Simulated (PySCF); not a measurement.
## Building multiplets from coupling constants

Cartesian coordinates in Å; atom numbers follow the order of the lines, from 1:
```xyz
14

O     4.296    0.307    0.264
C     3.180   -0.041    0.246
N     2.073   -0.504    0.250
C     0.722   -0.248    0.101
C    -0.185   -1.308    0.217
C    -1.548   -1.073    0.069
C    -2.020    0.212   -0.193
C    -1.116    1.268   -0.308
C     0.250    1.046   -0.163
H     0.199   -2.308    0.422
H    -2.249   -1.906    0.161
H    -3.091    0.392   -0.309
H    -1.476    2.279   -0.513
H     0.960    1.871   -0.252
```

Method: spin–spin couplings from B3LYP/pcJ-1 (without the spin–dipole term), structure optimised with PBE0-D3(BJ)/def2-SVP, PBE0/pcSseg-1 with gauge-including orbitals, in PySCF (one conformer, no solvent, non-relativistic Hamiltonian, averaged over atoms made equivalent by symmetry, fast rotation or ring inversion).

δ = σ(ref) − σ, references computed at the same level: ¹³C, ¹H vs TMS.

Spectrometer: 600 MHz for ¹H. First-order analysis; couplings under 1 Hz (under 4 Hz in carbon signals) are ignored, and nearly equal couplings are merged; the smaller ones broaden or split the lines further.

Task: What pattern does C7 show in the proton-coupled ¹³C spectrum?

Result: A doublet of triplets at δ 130.4: 169.5 Hz to H12 (1 × ¹H, 1 bond away), 8.1 Hz to H10/H14 (2 × ¹H, 3 bonds away). Lines in Hz from the centre (relative intensity): +92.8 (1), +84.8 (2), +76.7 (1), -76.7 (1), -84.8 (2), -92.8 (1). The outer lines are 185.7 Hz apart, the sum of the couplings kept, or 1.231 ppm at this field.

Task: What pattern does H12 show (¹H)?

Result: A triplet at δ 7.26: 8.4 Hz to H11/H13 (2 × ¹H, 3 bonds away). Lines in Hz from the centre (relative intensity): +8.4 (1), +0.0 (2), -8.4 (1). The outer lines are 16.8 Hz apart, the sum of the couplings kept, or 0.028 ppm at this field.

Task: What pattern does C4 show in the proton-coupled ¹³C spectrum?

Result: A triplet at δ 138.4: 10.4 Hz to H11/H13 (2 × ¹H, 3 bonds away). Lines in Hz from the centre (relative intensity): +10.4 (1), +0.0 (2), -10.4 (1). The outer lines are 20.8 Hz apart, the sum of the couplings kept, or 0.138 ppm at this field.

Unscaled 3J(H,H) at this level run about 10 % above measured values.
